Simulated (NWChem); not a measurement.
# C2H5ClOSi; SMILES C=C[Si@H](O)Cl

```xyz
10

C      0.6437     2.4659     0.3524
C      0.9645     1.2738    -0.1685
Si    -0.3119    -0.0415    -0.4851
O     -1.7506     0.3037     0.2589
Cl     0.4765    -1.8495     0.2099
H     -0.3810     2.7177     0.6196
H      1.3854     3.2424     0.5329
H      2.0073     1.0748    -0.4198
H     -0.6467    -0.2386    -1.9090
H     -1.7429     0.3592     1.2254
```
Atoms are numbered in this order, from 1.

Results from NWChem. Pople sets run with spherical d functions. Geometry: optimised at B3LYP/6-31G* (spherical d). Ions are spin-unrestricted doublets at the neutral geometry; other ion states weren't tried. Functional: LC-ωPBE (HJS hole) with 6-31G*; rows give the range parameter ω in 1/bohr.

```tsv
range parameter (1/bohr)	vertical ionisation energy, ΔSCF (eV)	−ε(HOMO) (eV)	ΔSCF minus −ε(HOMO) (eV)
0.10	10.09	8.48	1.61
0.20	10.46	9.68	0.78
0.30	…	…	…
0.35	10.68	10.81	-0.13
```

**Question.** Fill in the missing entries.

**Answer.** 
- 0.30, vertical ionisation energy, ΔSCF (eV): 10.65
- 0.30, −ε(HOMO) (eV): 10.51
- 0.30, ΔSCF minus −ε(HOMO) (eV): 0.14
